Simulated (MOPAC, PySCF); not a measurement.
H2OSSi, SMILES `O[Si]S` (lower singlet; H–O–Si–S torsion 0°, O–Si–S–H torsion 0°), neutral singlet in the gas phase. This singlet lies 2.18 eV below the relaxed triplet at the level frozen-core CCSD(T)/cc-pVTZ // PBE0-D3(BJ)/def2-TZVP (Ansatz).

Cartesian coordinates (Å):
SMILES: O[Si]S
```xyz
5

O     -1.4011     0.0248    -0.1535
Si    -0.4373    -1.2522    -0.5414
S      1.5849    -0.4644    -0.3842
H     -1.0555     0.8903     0.0781
H      1.3091     0.8015    -0.0196
```
Charge 0, spin multiplicity 1.

All levels are single points at this geometry (PBE0-D3(BJ)/def2-TZVP); Pople sets use spherical d functions. Orbital energies aren't observables, and empty levels follow the basis.

```
level                           HOMO (eV)  LUMO (eV)  gap (eV)  dipole (D)  vertical IE, Delta-SCF (eV)
------------------------------  ---------  ---------  --------  ----------  ---------------------------
PBE-D3(BJ)/def2-TZVP in PySCF       -6.03      -2.50      3.53        1.99                            –
PBE0-D3(BJ)/def2-TZVP in PySCF      -7.09      -1.72      5.37        1.99                            –
B3LYP/3-21G in PySCF                -6.92      -1.89      5.03        2.82                            –
B3LYP/6-311+G** in PySCF            -7.05      -2.07      4.98        1.91                            –
M06-2X/6-31G* in PySCF              -8.07      -0.81      7.26        2.23                            –
HF/3-21G in PySCF                   -9.66       1.22     10.88        2.53                            –
HF/6-31G* in PySCF                  -9.51       1.44     10.95        2.21                         8.54
AM1 in MOPAC                        -8.32      -0.91      7.41        3.01                            –
PM3 in MOPAC                        -8.58      -1.42      7.16        3.00                            –
```
